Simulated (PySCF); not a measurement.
SMILES [GeH3][SiH2][SiH2]c1cccs1, GFN2-xTB optimised geometry.

```
18

Ge     1.17    -3.02     2.77
Si    -1.09    -2.98     2.15
Si    -1.40    -1.97     0.09
C     -0.24    -0.50     0.00
C      1.12    -0.50     0.00
C      1.70     0.79     0.00
C      0.76     1.77     0.01
S     -0.84     1.13     0.01
H      1.79    -1.69     3.06
H      1.53    -3.82     3.99
H      2.10    -3.60     1.73
H     -1.82    -2.31     3.23
H     -1.59    -4.36     2.15
H     -2.76    -1.45    -0.15
H     -1.06    -2.84    -1.05
H      1.71    -1.40    -0.01
H      2.76     0.98     0.00
H      0.90     2.84     0.01
```

Density from PySCF with PBE/def2-SVP at that geometry.

Minimum of the electron density along straight lines between bonded atoms, close to the bond critical point (lines longer than 1.1 times the sum of covalent radii, or with two minima, are not listed):

| bond | length / Å | ρ at the minimum / e bohr⁻³ | ∇²ρ there / e bohr⁻⁵ | position (fraction from the first atom) |
|---|---|---|---|---|
| Ge1–Si2 | 2.344 | 0.089 | -0.08 | 0.64 |
| Si3–C4 | 1.876 | 0.110 | 0.34 | 0.39 |
| C4–C5 | 1.365 | 0.316 | -0.76 | 0.51 |
| C5–C6 | 1.410 | 0.293 | -0.69 | 0.50 |
| C6–C7 | 1.357 | 0.321 | -0.79 | 0.49 |
| C4–S8 | 1.735 | 0.206 | -0.39 | 0.46 |
| C7–S8 | 1.717 | 0.215 | -0.45 | 0.47 |
| Ge1–H9 | 1.501 | 0.139 | 0.06 | 0.60 |
| Ge1–H10 | 1.503 | 0.138 | 0.06 | 0.60 |
| Ge1–H11 | 1.504 | 0.138 | 0.07 | 0.59 |
| Si2–H12 | 1.469 | 0.114 | 0.31 | 0.49 |
| Si2–H13 | 1.469 | 0.114 | 0.31 | 0.49 |
| Si3–H14 | 1.466 | 0.116 | 0.31 | 0.49 |
| Si3–H15 | 1.471 | 0.115 | 0.30 | 0.49 |
| C5–H16 | 1.078 | 0.281 | -1.05 | 0.63 |
| C6–H17 | 1.076 | 0.281 | -1.06 | 0.64 |
| C7–H18 | 1.072 | 0.283 | -1.09 | 0.64 |
